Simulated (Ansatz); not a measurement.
Program: Ansatz. Geometries: PBE0-D4/def2-TZVP. ΔE: electronic, gas phase. CCSD(T)/CBS is the MP2 limit (def2-TZVPP, def2-QZVPP) plus CCSD(T) − MP2 in def2-TZVPP, frozen cores. This one scheme is used for every species. DFT in def2-TZVPP. One conformer a species, not always the lowest.

`N#CO[SiH3]` + H₂S → `[SiH3]S` + `N#CO`  (ligand exchange at the Si–O bond)

CCSD(T)/CBS gives +37.5 kJ/mol.

Question: Another level gave +41.1 kJ/mol. Which?
A. r2SCANh-D4/def2-TZVPP
B. ωB97X-V/def2-TZVPP
C. CCSD/def2-TZVPP
D. PBE-D4/def2-TZVPP

Answer: C. CCSD/def2-TZVPP 41.1, r2SCANh-D4 32.1, PBE-D4 22.8, ωB97X-V 36.2 kJ/mol.

Largest T1 diagnostic among the species: 0.014.

Leaving LDA and LC-ωPBE aside and taking each functional with its dispersion term where it has one, the values, not all of them listed here, spread over 21.3 kJ/mol, from revPBE-D4 to CAM-B3LYP-D4. In def2-TZVPP, CCSD(T) changes the Hartree–Fock value by −11.7 kJ/mol (the triples alone add −2.1 kJ/mol) and MP2 by −11.5 kJ/mol.
